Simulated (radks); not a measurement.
Species: the vanadium ion V2+. Configuration: [Ar] 3d2 5s1 (not the ground configuration).

Calculated with a radial shooting solver on a logarithmic mesh with Libxc functionals: scalar-relativistic Kohn-Sham, BLYP, spin-polarised, spherical densities, finite nucleus; open shells are filled with parallel spins first; Fermi nuclear charge, rms radius 3.6002 fm.

Energy parts (eV):
total: -25793.202
kinetic: 26035.065
electron-nucleus: -60819.520
Hartree: 10207.426
exchange-correlation: -1216.172

Orbitals (lengths in bohr, moments of r in powers of bohr):
orbital  occ.  eigenvalue (eV)     <r^2>
1s up       1        -5395.053  0.005936
1s down     1        -5395.045  0.005936
2s up       1        -631.8062    0.1125
2s down     1        -630.9981    0.1123
2p up       3        -532.4095   0.09270
2p down     3        -531.7815   0.09246
3s up       1         -98.5652     1.011
3s down     1         -96.2640     1.015
3p up       3         -72.1363     1.157
3p down     3         -69.8884     1.167
3d up       2         -31.9008     1.725
5s up       1         -10.1588     31.71

The highest occupied level is 5s up at -10.159 eV. The density falls to 0.001 e/bohr^3 at r = 2.82 bohr. Summed over all electrons, <r^2> = 44.95 bohr^2, which gives a Langevin (diamagnetic) susceptibility term of -35.6 x 10^-6 cm^3/mol. The electron density at the nucleus is 9950 e/bohr^3 (large components only). Spin moment in Bohr magnetons: 3. The spin density at the nucleus is 1.717 e/bohr^3 (1s 0.012, 2s -0.751, 3s 0.295, 5s 2.161).

Empty levels of this run are not shown, since the potential may be unsettled where no density lies.
